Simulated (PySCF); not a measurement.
A PySCF script (with the pyscf-properties extension) for the NMR shieldings of SMILES [Si@H]1(O[SiH3])C(=C)CO1, C3H8O2Si2, on a GFN2-xTB geometry:

```python
import basis_set_exchange as bse
import numpy as np
from pyscf import gto, dft
from pyscf.prop import nmr

atoms = """
C    -2.022452    1.288107    0.329723
C    -1.368902    0.189977    0.006586
C    -1.623350   -0.803065   -1.094967
O    -0.470450   -1.635768   -0.914069
Si    0.115084   -0.891571    0.447519
O     1.619101   -0.327208    0.352059
Si    2.857615    0.400955   -0.413188
H    -2.900372    1.613881   -0.209440
H    -1.704323    1.909876    1.149588
H    -1.621961   -0.384097   -2.103144
H    -2.528382   -1.397464   -0.949160
H     0.097360   -1.718877    1.638524
H     2.480396    1.795442   -0.645958
H     3.117917   -0.297576   -1.668871
H     3.948306    0.265378    0.547230
"""
names = dict.fromkeys(["C", "O", "Si", "H"], "pcSseg-1")
basis = {el: gto.basis.parse(bse.get_basis(n, elements=[el], fmt="nwchem")) for el, n in names.items()}
mol = gto.M(atom=atoms, basis=basis, charge=0, verbose=0)
mf = dft.RKS(mol, xc="PBE0")
mf.grids.level = 2
mf.grids.alignment = dft.numint.BLKSIZE   # the property module wants whole blocks of grid points
mf.conv_tol = 1e-9
mf.kernel()

calc = nmr.RKS(mf)   # GIAO
C = mf.mo_coeff
Co = C[:, mf.mo_occ > 0]
resp = mf.gen_response(singlet=True, hermi=2)
def vind(x):   # induced exchange potential for any number of trial vectors
    d = np.einsum("pi,xij,qj->xpq", C, 2 * x.reshape(-1, C.shape[1], Co.shape[1]), Co, optimize=True)
    return np.einsum("xpq,pi,qj->xij", resp(d - d.transpose(0, 2, 1)), C, Co, optimize=True).ravel()
mo1, _ = nmr.rhf.solve_mo1(calc, with_cphf=vind)
sigma = calc.kernel(mo1)
for i, s in enumerate(sigma):   # ppm
    print("%2d %-2s %9.2f" % (i, mol.atom_pure_symbol(i), np.trace(s) / 3))
```

Question: What does it print?

Answer: 
```
 0 C      59.09
 1 C      20.53
 2 C     112.57
 3 O     242.48
 4 Si    376.00
 5 O     272.83
 6 Si    391.00
 7 H      25.88
 8 H      25.89
 9 H      26.78
10 H      26.61
11 H      26.52
12 H      26.49
13 H      26.47
14 H      26.54
```

These numbers come from an equivalent density-fitted implementation of the same equations, which agrees with the script to about 0.01 ppm for H and up to a few tenths of a ppm for heavy atoms, so last digits may differ.

Size and cost of the density-fitted run: 173 basis functions, 43 s wall time on 1 thread of an Arm Neoverse N1, shared host; peak memory 0.78 GiB.
